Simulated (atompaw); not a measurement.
chromium: one change to a PAW (atompaw) potential, before and after

```json
{
 "Element": "chromium",
 "Generator": "atompaw 4.2.0.5",
 "Type": "PAW",
 "Functional": "PBE",
 "Relativity": "scalar-relativistic",
 "Frozen core": "[Ar]",
 "Valence charge": "6",
 "Reference configuration": "3d5 4s0.5 4p0 (charge +0.5)",
 "Partial waves": "4s (bound): rc 3.00 bohr; 4s channel at 0.65 Ry: rc 2.60 bohr; 4p (bound, empty): rc 3.00 bohr; 4p channel at 0.8 Ry: rc 3.00 bohr; 3d (bound): rc 2.10 bohr; 3d channel at 0.75 Ry: rc 2.10 bohr",
 "Local potential": "troulliermartins scheme with l = 3 at 1 Ry, radius 2.15 bohr",
 "Core correction": "smooth core density matched at 2.20 bohr",
 "Augmentation charge": "sinc compensation charge, radius 2.90 bohr; PAW radius 3.00 bohr; waves and projectors: custom rrkj gramschmidtortho"
}
```

Change: reference 3d5 4s0.75 4p0.25.

Cutoffs: the cutoffs (Ry, on a coarse ladder) from which the occupation-weighted sum of valence levels, in a spherical-Bessel basis at the reference potential, stays within 10 and 1 mRy of its value at 400 Ry; they do not see the model core or the augmentation charge, which bear on the density cutoff.

Task: What does the change do?

Result: The potential gets neither clearly harder nor softer (21 Ry and 35 Ry → 21 Ry and 35 Ry); the bound ghost in s disappears.

| quantity | base | changed |
| --- | --- | --- |
| cutoff, loose | 21 Ry | 21 Ry |
| cutoff, tight | 35 Ry | 35 Ry |
| bound ghosts | s | none |
| s: phases at 3.01 bohr within 0.05 rad from the reference energy up to (Ry; the scan ends near 5) | -0.1 | 0.1 |
| p: phases at 3.01 bohr within 0.05 rad from the reference energy up to (Ry; the scan ends near 5) | 2.9 | 3.0 |
| d: phases at 3.01 bohr within 0.05 rad from the reference energy up to (Ry; the scan ends near 5) | to the end of the scan | to the end of the scan |
| lowest overlap eigenvalue by channel | s 0.51, p 0.52, d 0.25 | s 0.51, p 0.52, d 0.34 |

 A true bound ghost makes a file unfit for plane-wave use even where its test errors are small: the radial tests pick states by their node count and pass the ghost by. The cutoffs see the waves, projectors and local potential, not the compensation charge or the core.
